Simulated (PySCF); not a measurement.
GeH3F, SMILES [F][GeH3].

Geometry: PBE0-D3(BJ)/def2-TZVP.

Vertical ionisation energy (IE) and electron affinity (EA) in eV. Rows of orbital energies are one-electron estimates. Where ΔSCF, EOM or ADC give a negative EA the extra electron is unbound and the value depends on the basis.

```
level                                             IE     EA
---------------------------------------------  -----  -----
−ε(HOMO), −ε(LUMO), M06-2X/def2-TZVPD (PySCF)  11.06  -0.29
−ε(HOMO), −ε(LUMO), PBE0/def2-TZVPD (PySCF)     9.72   0.41
ADC(2)/aug-cc-pVDZ (PySCF)                     11.87  -0.79
```

Beyond the first one, list the lowest photoelectron lines from PySCF 2.14.0 with ADC(2)/aug-cc-pVDZ with their pole strengths (two spins summed). (The exact figures need the calculation; the answer reports its results.)

13.87 eV (1.81), 13.87 eV (1.81), 13.90 eV (1.76), 19.14 eV (1.81).
